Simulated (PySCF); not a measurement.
Gas-phase reaction: SnO2 + CO → SnO + CO2

Method: PySCF energies plus ideal-gas RRHO corrections (1 bar). † marks an energy on the PBE0/def2-TZVP geometry and frequencies; other levels use their own. MP2 and CCSD(T) freeze the core. All species are closed-shell singlets. B3LYP is the form with VWN-RPA correlation. Sn: scalar-relativistic def2 core potential, no spin-orbit coupling. SnO2: computed as isolated molecules; such fragments, hydroxides, amides, oligomers or adducts are transient or little studied in the gas. MP2 isn't extrapolated to the basis-set limit; its ΔH°(298 K) is -351.9 kJ in def2-SVP and -301.3 kJ in def2-TZVPP. CCSD(T) isn't extrapolated to the basis-set limit; its ΔH°(298 K) is -343.2 kJ in def2-SVP and -287.8 kJ in def2-TZVPP. The harmonic model lacks anharmonicity and excited electronic states, which grow with temperature; levels with a mode under 35 cm⁻¹ are left out. Warning, large T1 diagnostic: SnO, SnO2 (CCSD(T)/def2-TZVPP†).

```json
[
 {"level": "B3LYP/def2-TZVP†", "ΔE electronic, kJ": "-326", "ΔH°(298 K), kJ": "-318", "ΔS°(298 K), J/K": "-8", "ΔG°(1200 K), kJ": "-303"},
 {"level": "BLYP/def2-TZVP†", "ΔE electronic, kJ": "-312", "ΔH°(298 K), kJ": "-304", "ΔS°(298 K), J/K": "-8", "ΔG°(1200 K), kJ": "-288"},
 {"level": "CCSD(T)/def2-TZVPP†", "ΔE electronic, kJ": "-296", "ΔH°(298 K), kJ": "-288", "ΔS°(298 K), J/K": "-8", "ΔG°(1200 K), kJ": "-273"},
 {"level": "M06-2X/def2-TZVP†", "ΔE electronic, kJ": "-302", "ΔH°(298 K), kJ": "-294", "ΔS°(298 K), J/K": "-8", "ΔG°(1200 K), kJ": "-279"},
 {"level": "MP2/def2-TZVPP†", "ΔE electronic, kJ": "-309", "ΔH°(298 K), kJ": "-301", "ΔS°(298 K), J/K": "-8", "ΔG°(1200 K), kJ": "-286"},
 {"level": "PBE0/def2-QZVP†", "ΔE electronic, kJ": "-332", "ΔH°(298 K), kJ": "-324", "ΔS°(298 K), J/K": "-8", "ΔG°(1200 K), kJ": "-309"},
 {"level": "PBE0/def2-TZVP", "ΔE electronic, kJ": "-335", "ΔH°(298 K), kJ": "-327", "ΔS°(298 K), J/K": "-8", "ΔG°(1200 K), kJ": "-312"},
 {"level": "r2SCAN/def2-TZVP†", "ΔE electronic, kJ": "-324", "ΔH°(298 K), kJ": "-316", "ΔS°(298 K), J/K": "-8", "ΔG°(1200 K), kJ": "-301"},
 {"level": "ωB97X-V/def2-TZVP†", "ΔE electronic, kJ": "-315", "ΔH°(298 K), kJ": "-307", "ΔS°(298 K), J/K": "-8", "ΔG°(1200 K), kJ": "-292"}
]
```
ΔH° is lowest at PBE0/def2-TZVP and highest at CCSD(T)/def2-TZVPP†. No reference value is set beside these.
